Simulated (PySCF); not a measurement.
C2H12OSi3, SMILES CO[Si@@H]([SiH3])C[SiH3].

Coordinates come from a B3LYP-D3(BJ)/def2-SVP optimisation. The structure was generated by enumeration; whether it is a known compound was not checked. One conformer was computed; it need not be the lowest.

The numbers are results of PBE/def2-TZVP (PySCF), not measurements.

Gas-phase values at a fixed geometry.

- total energy: -1026.59049 hartree
- highest occupied level: -6.51 eV
- lowest empty level: -0.97 eV
- orbital gap: 5.53 eV
- dipole moment: 1.72 D
- quadrupole, principal values (traceless, Buckingham form, about the centre of nuclear charge): -4.84, -0.16, 5.00 D·Å
